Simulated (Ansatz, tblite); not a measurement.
Adding an electron: Si6H3⁺ (the lowest singlet isomer of a short search). Total charge 1; singlet. Geometry: PBE0-D4/def2-SVP. Ansatz, gas phase; energy differences of separate SCF runs; the reduced species was run as a doublet alone.

```xyz
9

Si   -0.6060    1.6874   -0.8220
Si    0.4288    0.7146    1.3036
Si    1.1237   -0.0369   -0.7679
Si   -1.9003    0.4221    1.0322
Si    0.1231   -1.6610    1.1439
Si   -1.0465   -0.8302   -0.7806
H    -1.7309   -1.5415   -1.8840
H     1.2053    1.5324    2.2627
H     2.4027   -0.2870   -1.4879
```

The xTB rows come from tblite. LC-ωPBE has ω = 0.4 bohr⁻¹. The structure comes from a short search, and lower isomers may exist.

Estimate orbital energies and vertical electron affinities at: GFN1-xTB; GFN2-xTB; PBE-D4/def2-TZVP; PBE0-D4/def2-TZVP; LC-ωPBE/def2-TZVP.


| level | −HOMO (eV) | −LUMO (eV) | vertical EA (eV) | HOMO–LUMO gap (eV) |
| --- | --- | --- | --- | --- |
| GFN1-xTB | 13.02 | 12.27 | 10.25 | 0.74 |
| GFN2-xTB | 12.02 | 10.51 | 8.13 | 1.51 |
| PBE-D4/def2-TZVP | 9.91 | 7.58 | 5.41 | 2.33 |
| PBE0-D4/def2-TZVP | 10.73 | 6.90 | 5.41 | 3.83 |
| LC-ωPBE/def2-TZVP | 12.94 | 5.05 | 5.42 | 7.89 |

  Raw xTB energy differences between charge states are shifted by several eV; the methods need an empirical correction for them.
